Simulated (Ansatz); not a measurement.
Species: CH2O, SMILES `[CH]O` (H–C–O–H torsion 0°) (charge 0, multiplicity 1).

Question: Give a relaxed geometry from PBE0-D3(BJ)/def2-TZVP in Ansatz (an electronic-structure program).

Answer: One answer among several that fit: the end point of this relaxation, one of several conformers (outside a Z-matrix the atoms follow the SMILES, hydrogens last).
Z-matrix (Å, degrees):
```
O
H 1 0.9745
C 1 1.2986 2 115.86
H 3 1.1225 1 107.30 2 0.03
```
